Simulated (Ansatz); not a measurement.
Species: C$_{4}$H$_{4}$N, charge 0, multiplicity 2. It need not be the lowest isomer of its formula. 
Geometry from a B3LYP-D3(BJ)/def2-TZVP (Ansatz, an electronic-structure program) optimisation:
```xyz
9

C     -2.3009    -0.2262     0.0062
C     -1.0352     0.2781     0.0911
C      0.1182    -0.4860    -0.1160
C      1.4084     0.0490    -0.0246
N      2.4803     0.4844     0.0492
H     -3.1659     0.3991     0.1736
H     -2.4753    -1.2680    -0.2315
H     -0.9018     1.3272     0.3314
H      0.0380    -1.5390    -0.3586
```
Charge 0, spin multiplicity 2.

Parts of the frozen-core correlation energy in cc-pVTZ (Ansatz, hartree). Frozen orbitals: 5; correlated occupied orbitals by spin: 13 and 12; virtual: 188 and 189. UHF or UKS for open shells. No spin-orbit coupling. Non-relativistic.

| term | value |
|---|---|
| reference (HF) | -208.28147 |
| MP2 opposite-spin | -0.57313 |
| MP2 same-spin | -0.18827 |
| CCSD correlation | -0.80966 |
| (T) | -0.04020 |
| T1 diagnostic | 0.035 |
| largest doubles amplitude | 0.080 |
| <S^2> of the reference | 1.100 |
